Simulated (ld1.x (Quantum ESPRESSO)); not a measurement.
## Transferability test, TM potential for Ag (Z = 47)

Ag (Z = 47), norm-conserving Troullier–Martins (Kleinman–Bylander form), made with ld1.x (Quantum ESPRESSO) 7.5 (PBE, scalar-relativistic). Core [Kr], reference 4d9.5 5s0 5p0 (charge +1.5). Waves: 5p (bound, empty): rc 2.30 bohr; 4d (bound): rc 1.85 bohr; 5s (bound, empty): rc 2.30 bohr. Local part: the s channel. Core correction: none.

Energies are relative to the spin-unpolarised reference configuration 4d9.5 5s0 5p0; without spin polarisation the order of configurations can differ from experiment.

```tsv
valence configuration	charge	ΔE all-electron (eV)	error AE − PS (meV)
4d10 5s1 5p0	0	-17.157	+23
4d10 5s0 5p0	+1	-9.399	-25
4d10 5s0 5p1	0	-13.291	-0.4
4d10 5s0.5 5p0	+0.5	-14.140	-2.2
4d9 5s2 5p0	0	-13.080	-16
```

What are ΔE and the potential's error for 4d7 5s0 5p0?

ΔE = 100.624 eV all-electron; the error (AE − PS) is -1159 meV.

What are ΔE and the potential's error for 4d9 5s0 5p0?

ΔE = 12.715 eV all-electron; the error (AE − PS) is -35 meV.
